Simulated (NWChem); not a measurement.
Program: NWChem. System: phosphoric acid (H3O4P), charge 0, spin multiplicity 1, at a geometry optimised with PBE/def2-SVP. Level: PBE/def2-SVP.

Output (cleaned and shortened):

```
             Northwest Computational Chemistry Package (NWChem) 7.3.0
             --------------------------------------------------------

                                NWChem Input Module
                                -------------------

 Scaling coordinates for geometry "geometry" by  1.889725989
 (inverse scale =  0.529177249)

                             Geometry "geometry" -> ""
                             -------------------------

 Output coordinates in angstroms (scale by  1.889725989 to convert to a.u.)

  No.       Tag          Charge          X              Y              Z
 ---- ---------------- ---------- -------------- -------------- --------------
    1 O                    8.0000     0.48713200     0.08672900     1.49560900
    2 P                   15.0000     0.09534600    -0.00250600    -0.08203600
    3 O                    8.0000     1.22803900    -0.03223400    -1.05659800
    4 O                    8.0000    -0.91128600    -1.28198200    -0.08799500
    5 O                    8.0000    -0.95772200     1.23150500    -0.21869100
    6 H                    1.0000     1.27831600     0.65063100     1.60074100
    7 H                    1.0000    -0.39921000    -2.09520700    -0.26531600
    8 H                    1.0000    -1.07860300     1.45003000    -1.16348500

 Effective nuclear repulsion energy (a.u.)     275.2282217444

            Nuclear Dipole moment (a.u.)
            ----------------------------
        X                 Y               Z
 ---------------- ---------------- ----------------
    -0.0000056692     0.0000151178    -0.0000000000


 Summary of "ao basis" -> "" (spherical)
 ------------------------------------------------------------------------------
       Tag                 Description            Shells   Functions and Types
 ---------------- ------------------------------  ------  ---------------------
 *                          def2-svp                  on all atoms

  pbe96 is a nonlocal functional; adding pw91lda local functional.

                                 NWChem DFT Module
                                 -----------------

 Summary of "ao basis" -> "ao basis" (spherical)
 ------------------------------------------------------------------------------
       Tag                 Description            Shells   Functions and Types
 ---------------- ------------------------------  ------  ---------------------
 O                          def2-svp                 6       14   3s2p1d
[...]
    68     -0.151063  5 O  py                36     -0.129817  3 O  px

 Vector   24  Occ=2.000000D+00  E=-2.491173D-01
              MO Center=  7.5D-01,  8.3D-02, -7.2D-01, r^2= 2.0D+00
   Bfn.  Coefficient  Atom+Function         Bfn.  Coefficient  Atom+Function
  ----- ------------  ---------------      ----- ------------  ---------------
    37      0.489076  3 O  py                40      0.350388  3 O  py
    64     -0.226495  5 O  px                38     -0.187907  3 O  pz
    67     -0.170089  5 O  px                36     -0.148835  3 O  px
    41     -0.134637  3 O  pz                50      0.131647  4 O  px
    26      0.121238  2 P  py                39     -0.106642  3 O  px

 Vector   25  Occ=2.000000D+00  E=-2.491148D-01
              MO Center=  8.2D-01, -1.2D-01, -6.3D-01, r^2= 2.0D+00
   Bfn.  Coefficient  Atom+Function         Bfn.  Coefficient  Atom+Function
  ----- ------------  ---------------      ----- ------------  ---------------
    38      0.367698  3 O  pz                36      0.322652  3 O  px
    41      0.263430  3 O  pz                37      0.239461  3 O  py
    39      0.231158  3 O  px                52     -0.184609  4 O  pz
     6      0.173784  1 O  pz                40      0.171576  3 O  py
    55     -0.145201  4 O  pz                 9      0.127374  1 O  pz

 Vector   26  Occ=0.000000D+00  E=-9.880340D-03
              MO Center=  5.3D-03, -6.9D-05, -4.3D-03, r^2= 5.9D+00
   Bfn.  Coefficient  Atom+Function         Bfn.  Coefficient  Atom+Function
  ----- ------------  ---------------      ----- ------------  ---------------
    76      0.577000  6 H  s                 81      0.576941  7 H  s
    86      0.576932  8 H  s                  3     -0.515303  1 O  s
    49     -0.515269  4 O  s                 63     -0.515247  5 O  s
    18      0.508159  2 P  s                 17      0.224817  2 P  s
    53     -0.188100  4 O  px                16      0.166979  2 P  s

 Vector   27  Occ=0.000000D+00  E= 3.500637D-02
              MO Center=  7.2D-01,  7.9D-02,  7.6D-01, r^2= 5.9D+00
   Bfn.  Coefficient  Atom+Function         Bfn.  Coefficient  Atom+Function
  ----- ------------  ---------------      ----- ------------  ---------------
    76      1.027303  6 H  s                 81     -0.630698  7 H  s
     3     -0.596204  1 O  s                 86     -0.396695  8 H  s
    49      0.366283  4 O  s                  7     -0.273823  1 O  px
    63      0.230037  5 O  s                  4     -0.213452  1 O  px
     8     -0.187860  1 O  py                75      0.176867  6 H  s

 Vector   28  Occ=0.000000D+00  E= 3.500939D-02
              MO Center= -6.4D-01, -8.1D-02, -8.2D-01, r^2= 5.9D+00
   Bfn.  Coefficient  Atom+Function         Bfn.  Coefficient  Atom+Function
  ----- ------------  ---------------      ----- ------------  ---------------
    86      0.957270  8 H  s                 81     -0.822141  7 H  s
    63     -0.555698  5 O  s                 49      0.477000  4 O  s
    69      0.294446  5 O  pz                66      0.222147  5 O  pz
    54     -0.212643  4 O  py                85      0.182221  8 H  s
    53      0.164881  4 O  px                51     -0.158632  4 O  py

 center of mass
 --------------
 x =   0.00562340 y =  -0.00015152 z =  -0.00484408

 moments of inertia (a.u.)
 ------------------
         415.676952785731           0.138412356592           4.556481065861
           0.138412356592         420.960174953924          -0.114503009991
           4.556481065861          -0.114503009991         417.043189359213

     Multipole analysis of the density
     ---------------------------------

     L   x y z        total         alpha         beta         nuclear
     -   - - -        -----         -----         ----         -------
     0   0 0 0     -0.000000    -25.000000    -25.000000     50.000000

     1   1 0 0     -0.008516     -0.004255     -0.004255     -0.000006
     1   0 1 0      0.000368      0.000177      0.000177      0.000015
     1   0 0 1      0.007540      0.003770      0.003770     -0.000000

     2   2 0 0    -27.513668    -69.175495    -69.175495    110.837321
     2   1 1 0      0.166837      0.025635      0.025635      0.115568
     2   1 0 1      5.459062      0.845839      0.845839      3.767383
     2   0 2 0    -21.170678    -68.195608    -68.195608    115.220537
     2   0 1 1     -0.143582     -0.020830     -0.020830     -0.101921
     2   0 0 2    -25.864345    -68.922758    -68.922758    111.981171

 Task  times  cpu:        2.6s     wall:        2.6s

 Total times  cpu:        2.6s     wall:        2.6s
```

### Question
Write an NWChem input that would produce this output.

### Answer
One answer among several that fit: 
```
start mol
memory heap 200 mb stack 900 mb global 1100 mb
geometry units angstroms nocenter noautoz noautosym
  O      0.487132     0.086729     1.495609
  P      0.095346    -0.002506    -0.082036
  O      1.228039    -0.032234    -1.056598
  O     -0.911286    -1.281982    -0.087995
  O     -0.957722     1.231505    -0.218691
  H      1.278316     0.650631     1.600741
  H     -0.399210    -2.095207    -0.265316
  H     -1.078603     1.450030    -1.163485
end
basis spherical
  * library def2-svp
end
dft
  xc xpbe96 cpbe96
  semidirect memsize 60000000 filesize 0
  iterations 100
end
task dft energy
```
